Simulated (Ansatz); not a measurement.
`F[SiH2][BH][SnH3]` + SiH₄ → `F[SiH2]B[SiH3]` + `[SnH4]` at 298.15 K and 1 bar (formal exchange of groups at a B–Sn bond).

Gas-phase electronic energies from Ansatz, PBE0-D4/def2-TZVP geometries. CBS: MP2 limit from def2 TZ/QZ plus the TZ coupled-cluster correction, frozen cores. This one scheme is used for every species. def2 core potentials past Kr. For Sn outer-core shells are correlated without core-valence functions, which leaves a few kJ/mol of doubt a bond. Each species was taken in one conformer, which may not be the lowest.

```csv
species,CCSD(T)/CBS energy (Eh),H − E (kJ/mol),S (J/(mol·K))
`F[SiH2][BH][SnH3]`,-631.29744,158.7,386.9
SiH₄,-291.46306,92.1,204.8
`F[SiH2]B[SiH3]`,-706.36214,168.5,356.5
`[SnH4]`,-216.39156,79.6,228.5
```

H − E and S are ideal-gas, rigid-rotor, harmonic terms from PBE0-D4/def2-TZVP, for one conformer and one mirror image of each species. 1 Eh = 2625.50 kJ/mol, R = 8.31446 J/(mol·K).

Problem. By hand: ΔE, ΔH, ΔS and ΔG.

Solution. ΔE = (-706.36214) + (-216.39156) − (-631.29744) − (-291.46306) = 0.00680 Eh = 17.9 kJ/mol. Δ(H − E) = 168.5 + 79.6 − 158.7 − 92.1 = -2.7, so ΔH = 15.2 kJ/mol. ΔS = 356.5 + 228.5 − 386.9 − 204.8 = -6.7 J/(mol·K). ΔG = 15.2 − 298.15 × (-6.7)/1000 = 17.2 kJ/mol.

Problem. By hand: the equilibrium constant, and the temperature at which ΔG would vanish if ΔH and ΔS stayed fixed.

Solution. log₁₀ K = −ΔG/(RT ln 10) = -3.0. ΔH and −TΔS have one sign here, so there is no such temperature.

The number of gas molecules stays the same, so ΔS is small and ΔH decides. A doubt of 5 kJ/mol in ΔE shifts log₁₀ K by 0.9 here. Other conformers and mirror images would add mixing entropy, several J/(mol·K) or more a flexible species. Modes under 60 cm⁻¹, often nearly free rotors, make the harmonic entropy too high. These are equilibria of isolated gas molecules and say nothing of rates. Largest T1 diagnostic: 0.014 (customary marks: 0.02 for closed shells, 0.045 for open ones).

ΔS is within the doubt of such terms, so its sign, and with it that verdict, could turn.
